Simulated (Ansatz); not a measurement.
Reaction (cleavage of the Si–Si bond): `[SiH3][SiH2]Br` + `OBN[SiH3]` → `OBN([SiH3])[SiH3]` + `[SiH3]Br`

Program: Ansatz. Geometries: PBE0-D4/def2-TZVP. ΔE: electronic, gas phase. CBS: MP2 limit from def2 TZ/QZ plus the TZ coupled-cluster correction, frozen cores. Functionals use def2-TZVPP. For Br outer-core shells are correlated without core-valence functions, which leaves a few kJ/mol of doubt a bond. Scalar relativity is left out up to krypton. One conformer a species, not always the lowest.

`[SiH3][SiH2]Br`:

Cartesian coordinates in Å:
```
Si 0.472 0.849 -0.728
Si -0.367 -0.918 0.550
Br -1.415 -0.062 2.324
H 1.178 0.314 -1.923
H 1.423 1.641 0.093
H -0.651 1.717 -1.167
H -1.352 -1.735 -0.201
H 0.712 -1.805 1.053
```

`OBN[SiH3]`:

Cartesian coordinates in Å:
```
O 1.650 0.603 -0.408
B 0.734 -0.145 -1.097
N -0.483 -0.432 -0.448
Si -0.926 0.081 1.157
H 2.456 0.765 -0.898
H 0.959 -0.540 -2.209
H -1.155 -0.982 -0.959
H -0.962 1.561 1.269
H 0.012 -0.449 2.179
H -2.286 -0.461 1.415
```

`OBN([SiH3])[SiH3]`:

Z-matrix (Å, degrees):
```
Si
N 1 1.742
H 1 1.487 2 110.5
H 1 1.487 2 110.5 3 -119.3
H 1 1.483 2 108.7 3 120.4
B 2 1.420 1 121.9 3 -120.5
Si 2 1.753 1 119.4 3 59.5
O 6 1.367 2 117.4 1 180.0
H 6 1.201 2 121.7 1 -0.0
H 7 1.483 2 111.5 1 -118.3
H 7 1.483 2 111.5 1 118.5
H 7 1.488 2 106.0 1 0.1
H 8 0.958 6 113.7 2 180.0
```

`[SiH3]Br`:

```xyz
5

Si   -0.143   -0.073    0.032
Br    1.798    0.913   -0.401
H    -1.221    0.716   -0.607
H    -0.330   -0.112    1.500
H    -0.104   -1.445   -0.523
```

Problem. Is it downhill or uphill in electronic energy at CCSD(T)/CBS, and by how much? (Estimate.)

Solution. Computed: Downhill: ΔE = -46.2 kJ/mol.

Problem. What do these levels give: r2SCAN-D4, PBE0-D4, ωB97M-V, B2PLYP, PBE, r2SCAN, HF/def2-TZVPP, CCSD/def2-TZVPP, CCSD(T)/def2-TZVPP, HF/CBS(def2), MP2/CBS(def2), CCSD/CBS(def2)? (Estimate.)

Solution. Ansatz gave: r2SCAN-D4 -37.7, PBE0-D4 -31.0, ωB97M-V -48.4, B2PLYP -44.6, PBE -21.5, r2SCAN -36.7, HF/def2-TZVPP -53.2, CCSD/def2-TZVPP -47.9, CCSD(T)/def2-TZVPP -47.6, HF/CBS(def2) -54.8, MP2/CBS(def2) -53.8, CCSD/CBS(def2) -46.4 kJ/mol.

Largest T1 diagnostic among the species: 0.012.

The D4 term adds −5.3 kJ/mol with B3LYP and −2.9 kJ/mol with PBE0; it sums over pairs of atoms, weighted by their polarisabilities, and B3LYP, whose exchange is more repulsive, gets the larger term. From PBE to PBE0 (25 % exact exchange), in def2-TZVPP and without D4, ΔE moves by −6.6 kJ/mol.

B3LYP here is the variant with VWN-RPA as its local correlation; programs differ in this.
